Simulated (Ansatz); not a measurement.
Te₂As⁺. The state is a singlet with charge 1. Geometry PBE0-D4/def2-TZVP; atoms count from 1.

```csv
atom,x (Å),y (Å),z (Å)
As1,-1.1649,-0.0640,-0.6568
Te2,0.1744,1.2509,0.9335
Te3,0.9906,-1.1869,-0.2767
```

In the def2 sets Te takes a core potential; there is no spin–orbit coupling. The structure comes from a short search, and lower isomers may exist.

(1) Estimate the Mulliken populations from the PBE0/def2-TZVP orbitals of Ansatz.

(2) And the Mayer bond orders between heavy atoms (over 0.3)?

Answers

(1) 
| atom | charge (e) |
| --- | --- |
| As1 | 0.37 |
| Te2 | 0.31 |
| Te3 | 0.31 |
Mulliken values depend strongly on the basis.

(2) As1–Te2 1.49 (2.46 Å); As1–Te3 1.49 (2.46 Å); Te2–Te3 1.15 (2.84 Å).
